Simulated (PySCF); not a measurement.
# A survey of ²⁹Si NMR shifts

One conformer, fast rotation and ring inversion assumed for equivalent nuclei, in vacuum, non-relativistic Hamiltonian. NMR shieldings at PBE0/pcSseg-1/GIAO; geometry from GFN2-xTB; PySCF 2.14.0 with density-fitted response routines.

Shieldings were converted by a linear fit to measured shifts: ²⁹Si (scatter 8.9 ppm rms, 25.8 ppm with the 6 outliers that the fit left out vs TMS, solution or neat liquid). Occasional misses reach two or three times the rms, and more in compound classes unlike the fitted ones.

Q: Give the ²⁹Si shifts of `[SiH3][SiH]([SiH3])S[SiH2]Cl`, `C/C(C#N)=N/[SiH2]CC=O`, `CC[SiH2]O[SiH2]O[SiH3]`, `CNC(C)(C)[SiH2][SiH2]CF`, `C=C(O[SiH2]O)OC(F)F`, `F[Si@]1(P([SiH3])[SiH3])CC[SiH2]1`, `CCNC(C)(C)[SiH2][SiH2]F`, `CC[Si@@H](F)[C@@H]([SiH3])CNC`, `C=N[SiH2]O/C(C#N)=C/C`, `O=C[C@@H]1C[SiH2]CO[C@H](F)O1`, `CN(C)C([SiH3])=C=S`.

A: 
```
                                                            compound                                               environment  δ (ppm)
                        [SiH3:1][SiH:2]([SiH3:3])[S:4][SiH2:5][Cl:6]                         Si5: silicon bonded to Cl, S, 2 H    -12.1
                        [SiH3:1][SiH:2]([SiH3:3])[S:4][SiH2:5][Cl:6]                         Si2: silicon bonded to S, 2 Si, H    -50.6
                        [SiH3:1][SiH:2]([SiH3:3])[S:4][SiH2:5][Cl:6]                     Si1/3: silicon bonded to Si, 3 H (×2)    -92.9
                                               C/C(C#N)=N/[SiH2]CC=O                               silicon bonded to C, N, 2 H    -39.8
                    [CH3:1][CH2:2][SiH2:3][O:4][SiH2:5][O:6][SiH3:7]                          Si3: silicon bonded to C, O, 2 H    -24.0
                    [CH3:1][CH2:2][SiH2:3][O:4][SiH2:5][O:6][SiH3:7]                             Si7: silicon bonded to O, 3 H    -44.5
                    [CH3:1][CH2:2][SiH2:3][O:4][SiH2:5][O:6][SiH3:7]                           Si5: silicon bonded to 2 O, 2 H    -46.6
    [CH3:1][NH:2][C:3]([CH3:4])([CH3:5])[SiH2:6][SiH2:7][CH2:8][F:9]                         Si6: silicon bonded to C, Si, 2 H    -50.4
    [CH3:1][NH:2][C:3]([CH3:4])([CH3:5])[SiH2:6][SiH2:7][CH2:8][F:9]                         Si7: silicon bonded to C, Si, 2 H    -71.8
                                                 C=C(O[SiH2]O)OC(F)F                                silicon bonded to 2 O, 2 H    -37.4
       [F:1][Si@:2]1([P:3]([SiH3:4])[SiH3:5])[CH2:6][CH2:7][SiH2:8]1  Si2: silicon bonded to C, F, P, Si, in a 4-membered ring     58.7
       [F:1][Si@:2]1([P:3]([SiH3:4])[SiH3:5])[CH2:6][CH2:7][SiH2:8]1   Si8: silicon bonded to C, Si, 2 H, in a 4-membered ring    -37.2
       [F:1][Si@:2]1([P:3]([SiH3:4])[SiH3:5])[CH2:6][CH2:7][SiH2:8]1                      Si4/5: silicon bonded to P, 3 H (×2)    -76.2
    [CH3:1][CH2:2][NH:3][C:4]([CH3:5])([CH3:6])[SiH2:7][SiH2:8][F:9]                         Si8: silicon bonded to F, Si, 2 H      0.1
    [CH3:1][CH2:2][NH:3][C:4]([CH3:5])([CH3:6])[SiH2:7][SiH2:8][F:9]                         Si7: silicon bonded to C, Si, 2 H    -53.1
[CH3:1][CH2:2][Si@@H:3]([F:4])[C@@H:5]([SiH3:6])[CH2:7][NH:8][CH3:9]                          Si3: silicon bonded to 2 C, F, H      8.4
[CH3:1][CH2:2][Si@@H:3]([F:4])[C@@H:5]([SiH3:6])[CH2:7][NH:8][CH3:9]                             Si6: silicon bonded to C, 3 H    -65.2
                                               C=N[SiH2]O/C(C#N)=C/C                               silicon bonded to N, O, 2 H    -35.9
                                       O=C[C@@H]1C[SiH2]CO[C@H](F)O1          silicon bonded to 2 C, 2 H, in a 7-membered ring    -49.8
                                                  CN(C)C([SiH3])=C=S                                  silicon bonded to C, 3 H    -51.7
```
